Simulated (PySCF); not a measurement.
Species: C7H10P2.
SMILES with atom numbers: `[CH3:1][CH2:2][c:3]1[cH:4][cH:5][p:6][c:7]([CH3:8])[p:9]1` (hydrogens: H10, H11, H12 on C1; H13, H14 on C2; H15 on C4; H16 on C5; H17, H18, H19 on C8)

Cartesian coordinates in Å at the PBE0-D3(BJ)/def2-SVP level; atoms count from 1:
```
atom  x, y, z in Å
C1    -2.4446   -1.0683    1.2807
C2    -1.9452   -0.0658    0.2435
C3    -0.4701    0.2269    0.3882
C4    -0.0639    1.1543    1.3485
C5     1.2441    1.5217    1.6484
P6     2.7241    0.9533    0.9491
C7     2.2082   -0.2143   -0.2371
C8     3.3103   -0.9123   -1.0024
P9     0.5887   -0.6837   -0.6611
H10   -1.9116   -2.0269    1.1832
H11   -2.2771   -0.6991    2.3043
H12   -3.5214   -1.2612    1.1595
H13   -2.5100    0.8776    0.3340
H14   -2.1485   -0.4556   -0.7676
H15   -0.8608    1.6517    1.9177
H16    1.3744    2.2820    2.4268
H17    4.1428   -0.2292   -1.2321
H18    2.9414   -1.3366   -1.9489
H19    3.7278   -1.7447   -0.4117
```

Linear response at CAM-B3LYP/def2-SVPD (PySCF, frozen core in the response, non-relativistic). Isolated species at its PBE0-D3(BJ)/def2-SVP geometry (one conformer only).

Static isotropic polarisability: 135.12 au (20.02 Å³), principal values 89.2, 143.3, 172.9 au.

Task: What is the polarisability at 1064 nm and at the sodium D line?

Result: 137.28 au at 1064 nm (+1.6 %), 142.80 au at 589.3 nm (+5.7 %). The rise at 589.3 nm is 3.56 times that at 1064 nm; a pure ω² law gives 3.26. The lowest singlet lies at 302 nm, shorter than both wavelengths.

Task: What is the isotropic C6 coefficient between two such molecules, C6 = (3/π)∫α(iω)² dω?

Result: 6137 au (Eh·bohr⁶) by a ten-point quadrature over imaginary frequencies, which is 3670 eV·Å⁶ or 354 J·nm⁶/mol.

Task: Which effective excitation energy ω̄ makes London's formula C6 = (3/4)α²ω̄ exact here?

Result: ω̄ = 4·C6/(3α²) = 0.448 Eh = 12.2 eV. A one-pole form α(ω) = α/(1 − ω²/ω̄²) fitted to the 1064 nm value gives 9.3 eV. London's choice of the ionisation energy (8.58 eV, ΔSCF at the same level) gives C6 = 4320 au, 30 % too low.

Task: What three-body coefficient follows from the one-pole estimate C9 = (3/4)·α·C6?

Result: 622000 au. This is an estimate from the two numbers above, not a computed integral.

Task: The lowest 10 singlets have (eV, f): 4.10, 0.002; 4.23, 0.017; 4.40, 0.000; 4.54, 0.064; 5.23, 0.262; 5.26, 0.002; 5.31, 0.394; 5.50, 0.009; 6.74, 0.002; 6.78, 0.002. What share of the static polarisability do they carry in the sum over states α = Σ f/ω²?

Result: 20.88 au, 15.5 % of α; the largest term, 10.35 au, is that of the state at 5.31 eV. Their oscillator strengths add up to 0.75. Higher states carry the rest.

Task: How many electrons N does the Slater–Kirkwood formula C6 = (3/4)·√N·α^(3/2) need to give this C6?

Result: N = (4·C6/3)²/α³ = 27.1; the species has 82 electrons in all.

Task: What n − 1 at the D line would an ideal gas of it have at 273.15 K and 1 atm (2.6868 × 10¹⁹ cm⁻³), by n − 1 = 2π·N·α′?

Result: 35.72 × 10⁻⁴, a formal value whether or not that pressure can be reached.
